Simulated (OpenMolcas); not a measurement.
Co2+ (d7) in a complex was computed by CASSCF with the d shell active (OpenMolcas, ANO-RCC-VTZP on the metal). Its lowest spin-free states, and all those of the highest spin:

```tsv
2S+1	Degeneracy	E (cm-1)
4	1	0.0
4	3	2094
4	3	3705
2	2	19540
2	3	19668
2	1	19830
4	3	20356
2	3	20775
2	3	25090
2	3	25561
2	2	26443
2	3	26907
```

Q: Is the site octahedral, tetrahedral or cube-like, axial, or of lower symmetry?

A: The states with 2S+1 = 4 have orbital degeneracies 1, 3, 3, 3. Threefold states need a cubic site. For d7 at this spin an octahedron puts the threefold T1 below the threefold T2 and a tetrahedron or cube puts the single A2 below the threefold T2, so the site is a tetrahedron or a cube, which this pattern cannot tell apart. The first gap at this spin, 2090 cm-1, is |10Dq| in ligand-field theory. The run had Co2+ with 4 ligands (chloride) in tetrahedral coordination (Td) at 2.34 Å. A charge of +0.5 e stands 2.6 Å behind each ligand. Ligand basis ANO-RCC-VDZP.

Without dynamic correlation the repulsion within the d shell is too large (B by tens of per cent), so at a given field states of lower spin stand too high. Ligand-to-metal charge-transfer states are missing. With no ligand orbital active B as a rule stays too high, so bands that hang on it stand too high and its fall with covalency is understated. With metal d orbitals alone and no dynamic correlation the field as a rule comes out too small, by tens of per cent, by up to half for chloride and softer ligands, and the orbital part of g and χT, which goes as 1/10Dq, too large. No measured value stands beside these numbers; the geometry is a model, was not optimised and need not be the one that this ion takes.
